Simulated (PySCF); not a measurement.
## Working out the ionisation energy of O⁺

O⁺ [He] 2s2 2p3 (4S) → O²⁺ [He] 2s2 2p2 (3P). Calculation: PySCF 2.14, in aug-cc-pVTZ with one added diffuse shell each of s, p, d, f type (6s5p4d3f, 62 functions); no relativity, point nucleus. Frozen: 1s2. Energies in hartree (1 hartree = 27.21139 eV):

```csv
part,O⁺ (lower),O²⁺ (upper)
UHF,-74.370841,-73.100536
MP2 opposite-spin,-0.069268,-0.062274
MP2 same-spin,-0.029282,-0.013097
```

**Question.** What does Hartree-Fock give?

**Answer.** (-73.100536) − (-74.370841) = 1.270305 hartree = 34.567 eV.

**Question.** What do MP2 and SCS-MP2 (6/5 opposite-spin, 1/3 same-spin) give?

**Answer.** The opposite-spin parts differ by 0.190 eV and the same-spin parts by 0.440 eV. MP2: 34.567 + (0.190) + (0.440) = 35.197 eV. SCS-MP2: 34.567 + 1.2 × (0.190) + (0.440)/3 = 34.942 eV.

A first-order spin-orbit estimate adds -0.027 eV to MP2 (valence), giving 35.170 eV against 35.121 eV (measured; NIST Atomic Spectra Database, ionization energies).

What remains against the reference includes basis incompleteness, the frozen core and correlation beyond second order.
